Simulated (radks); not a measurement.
Q: Coherent X-ray form factor from a spherical all-electron density. All-electron calculation, non-relativistic Kohn-Sham, exchange-only B88, spin-polarised, spherical densities, point nucleus. Program: a radial shooting solver on a logarithmic mesh with Libxc functionals.

sin(theta)/lambda (1/angstrom)  f0 (electrons)
0.05                                    10.876
0.1                                     10.533
0.15                                    10.040
0.2                                      9.473
0.25                                     8.890
0.3                                      8.319
0.4                                      7.234
0.5                                      6.214
0.6                                      5.267
0.8                                      3.718
1                                        2.690
1.25                                     1.967
1.5                                      1.600
2                                        1.261

The species is in the configuration that NIST lists as its ground one. Which atom or ion scatters so?

A: The silicon ion Si3+, [Ne] 3s1. Extrapolating in s^2 from the first two rows gives f0(0) = 11.0, near the electron count 11; among species with that count, the fall with angle is slower the higher Z, and the table is that of Z = 14; from so few rows the species is fixed only to a neighbour or two.
